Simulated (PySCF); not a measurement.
SMILES Cl[SiH](Cl)[GeH3], PBE0/def2-SVP optimised geometry.

```
8

Si     0.52    -1.47     0.00
Cl    -0.10    -2.49    -1.69
Cl    -0.10    -2.49     1.69
Ge    -0.48     0.69     0.00
H      2.01    -1.47     0.00
H     -0.06     1.46     1.26
H     -0.05     1.47    -1.25
H     -2.01     0.51    -0.01
```

Density from PBE0/def2-TZVP run with PySCF at that geometry.

Minimum of the electron density along straight lines between bonded atoms, close to the bond critical point (lines longer than 1.1 times the sum of covalent radii, or with two minima, are not listed):

```tsv
bond	length / Å	ρ at the minimum / e bohr⁻³	∇²ρ there / e bohr⁻⁵	position (fraction from the first atom)
Si1–Cl2	2.069	0.097	0.21	0.36
Si1–Cl3	2.069	0.097	0.21	0.36
Si1–Ge4	2.376	0.094	?	0.50
Si1–H5	1.487	0.125	0.12	0.49
Ge4–H6	1.538	0.132	0.06	0.59
Ge4–H7	1.538	0.132	0.06	0.59
Ge4–H8	1.537	0.133	?	0.59
```

**Question.** Some entries are withheld; supply them.

**Answer.** 
- Si1–Ge4, ∇²ρ there / e bohr⁻⁵: -0.13
- Ge4–H8, ∇²ρ there / e bohr⁻⁵: 0.05
